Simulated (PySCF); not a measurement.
# Working out the ionisation energy of Br+

Br+ [Ar] 3d10 4s2 4p4 (3P) → Br(2+) [Ar] 3d10 4s2 4p3 (4S). Computed with PySCF 2.14 in def2-QZVPPD (12s8p5d4f1g, 98 functions), with no relativity, point nucleus. Frozen: [Ne]. Energies in hartree (1 hartree = 27.21139 eV):

| part | Br+ (lower) | Br(2+) (upper) |
| --- | --- | --- |
| UHF | -2572.052708 | -2571.308571 |
| MP2 opposite-spin | -0.499117 | -0.470986 |
| MP2 same-spin | -0.252380 | -0.247059 |

What does Hartree-Fock give?

(-2571.308571) − (-2572.052708) = 0.744137 hartree = 20.249 eV.

What do MP2 and SCS-MP2 (6/5 opposite-spin, 1/3 same-spin) give?

The opposite-spin parts differ by 0.765 eV and the same-spin parts by 0.145 eV. MP2: 20.249 + (0.765) + (0.145) = 21.159 eV. SCS-MP2: 20.249 + 1.2 × (0.765) + (0.145)/3 = 21.215 eV.

Measured between the centres of the two terms (NIST): 21.409 eV, so MP2 (valence and next inner shell) is off by -0.250 eV.

The calculation is non-relativistic.

What remains against the reference includes basis incompleteness, the frozen core and correlation beyond second order.
